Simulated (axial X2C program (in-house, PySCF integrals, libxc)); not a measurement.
## How long does NaI⁺ take?

A bond scan computed with an axial X2C code built on PySCF integrals. Basis: I dyall-cv3z [11s12p8d4f1g], Na dyall-cv3z [9s8p5d2f] (cores contracted in-house).

Input file and command:
```json
{
 "zs": [
  53,
  11
 ],
 "q": 1,
 "bas": [
  "dyall-cv3z",
  "dyall-cv3z"
 ],
 "levels": [
  "PBE0",
  "HF",
  "M06"
 ],
 "cc": true,
 "r0": 2.88,
 "thr": -2.0,
 "nmax": 90,
 "npts": 10,
 "nst": 2,
 "ntry": 6
}
```
```bash
python so2c.py task.json out
```

Keys: zs atomic numbers; q charge; bas basis sets; levels methods; cc coupled cluster on or off; r0 starting distance in Å; thr threshold in hartree for freezing inner shells (an s shell follows its p shell); nmax most natural virtual spinors; npts points on the curve; nst determinants followed; ntry starts of the search. HF also brings MP2.

Hardware: 1 thread of Arm Neoverse V1, on a shared host.

Wall time of one point of each curve, integrals apart:

```tsv
Hamiltonian	level	points	seconds a point
spin-free	PBE0	10	0.36
spin-free	HF	10	0.23
spin-free	CCSD(T) (15 electrons, 90 virtuals)	7	6.3
spin-free	M06	10	0.67
2c	PBE0	10	0.51
2c	HF	10	0.39
2c	CCSD(T) (15 electrons, 90 virtuals)	7	6.4
2c	M06	10	0.85
```

The rest:

Search with its distance optimisation 22 s, atoms 14 s, whole task 170 s. Coupled cluster runs on the points near the minimum only. The program drops outer points, and coupled cluster, when its time limit (not in the input) nears; MP2, further determinants and curves that did not converge are not in the table.
